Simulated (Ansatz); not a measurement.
`C[Si@@H](O)O[Si@H](O)Cl` at its PBE0-D4/def2-TZVP geometry, where that method's forces vanish. Charge 0, multiplicity 1.

```xyz
14

C     0.6192   -1.5596    1.5126
Si   -0.2653   -0.0224    1.0092
O     0.8662    1.1650    0.7987
O    -1.0303   -0.2687   -0.4298
Si   -0.8271    0.4359   -1.8784
O     0.7301    0.4565   -2.3456
Cl   -1.5284    2.3703   -1.7215
H     1.0985   -1.4319    2.4858
H    -0.0767   -2.3992    1.5778
H     1.3898   -1.8126    0.7801
H    -1.2859    0.4195    1.9908
H     0.5576    2.0719    0.8497
H    -1.6008   -0.2672   -2.9065
H     1.3531    0.8427   -1.7228
```

(1) What forces (eV/Å) does r2SCAN-D4/def2-TZVPP give on these atoms in Ansatz? (Estimate.)

Answers

(1) Ansatz gave: 
```
C1  -0.023  0.027  0.010
Si2 -0.042 -0.019  0.045
O3   0.059  0.013  0.001
O4  -0.043 -0.067  0.010
Si5 -0.043 -0.029 -0.038
O6   0.050 -0.019 -0.038
Cl7 -0.031  0.071  0.001
H8  -0.002 -0.021 -0.023
H9   0.030  0.008  0.002
H10 -0.010 -0.003  0.017
H11  0.017 -0.014 -0.009
H12 -0.004  0.027 -0.003
H13  0.029  0.014  0.023
H14  0.014  0.010  0.003
```
